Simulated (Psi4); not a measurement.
A dimer, H2 ··· BCl3 (SMILES [H][H] and ClB(Cl)Cl); the first 2 atoms form monomer A.

```
6

H      0.3719     0.0000     0.0000
H     -0.3719     0.0000     0.0000
Cl    -3.4316    -0.2626    -1.6917
B     -3.3896    -0.2527     0.0528
Cl    -3.2484    -1.7545     0.9302
Cl    -3.4883     1.2585     0.9198
```

Q: What interaction energy does SAPT0/jun-cc-pVDZ, frozen core in Psi4 give, and which attractive term is the largest?

A: Total 0.20 kcal/mol: electrostatics 0.24, exchange 0.67, induction -0.13, dispersion -0.59. The most attractive term is dispersion.
